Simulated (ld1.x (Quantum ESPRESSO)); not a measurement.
## cerium (Ce): ultrasoft pseudisation with PBE, scalar-relativistic reference atom.

| Item | Value |
| --- | --- |
| Element | cerium (Ce) |
| Generator | ld1.x (Quantum ESPRESSO) 7.5 |
| Type | ultrasoft |
| Functional | PBE |
| Relativity | scalar-relativistic |
| Frozen core | [Kr] |
| Valence charge | 22 |
| Reference configuration | 4d10 4f1 5s2 5p6 5d1 6s2 6p0 |
| Partial waves | 5s (bound): rcut 2.50, rcutus 3.05 bohr; 6s (bound): rcut 2.50, rcutus 3.05 bohr; 5p (bound): rcut 2.30, rcutus 2.40 bohr; 6p (bound, empty): rcut 2.30, rcutus 2.40 bohr; 4d (bound): rcut 1.00, rcutus 1.30 bohr; 5d (bound): rcut 1.00, rcutus 1.30 bohr; 4f (bound): rcut 1.10, rcutus 1.35 bohr; 4f channel at 0.2 Ry: rcut 1.10, rcutus 1.35 bohr |
| Local potential | all-electron potential smoothed inside 1.10 bohr (lloc = -1) |
| Core correction | a·sin(br)/r model core inside 1.00 bohr |
| Augmentation charge | PSQ, inside the norm-conserving radii |

Poles of the logarithmic derivatives, all-electron (AE) and pseudo (PS). Narrow ghost or core levels that the grid stepped over were put in at their known energies. s: poles at -2.9, 1.9 (AE) and -2.9, 2.4 (PS) Ry. p: poles at -1.6, 2.9 (AE) and -6.5, -1.6, 3.0 (PS) Ry. d: poles at 0.3, 4.8 (AE) and 0.3, 4.6 (PS) Ry. f: poles at -0.4, 2.6 (AE) and -0.4, 2.6 (PS) Ry. Test radius 3.31 bohr.

- Ghost test: ghost state, extra bound levels that the all-electron valence spectrum of the same l lacks: p at -88.0 eV (s not tested); a true bound ghost makes a file unfit for plane-wave use (spherical-Bessel basis up to 400 Ry, 20 bohr box)
- Largest excitation error: -936 meV (all-electron minus pseudo) for 4d9 4f1 5s2 5p6 5d1 6s2 6p0, out of 7 test configurations
- Lowest eigenvalue of the overlap operator: -0.28 (s channel); it is negative, so in a basis up to 400 Ry S is not positive definite and the file is unfit for use
- Density cutoff estimated by the generator: 482 Ry

Note: ghost state, extra bound levels that the all-electron valence spectrum of the same l lacks: p at -88.0 eV (s not tested). A true bound ghost makes a file unfit for plane-wave use. Its overlap operator is not positive definite in a basis up to 400 Ry (lowest eigenvalue s -0.28), so the file is unfit for use: the generalised eigenproblem breaks down once the basis is large enough, and its test numbers describe a broken file.
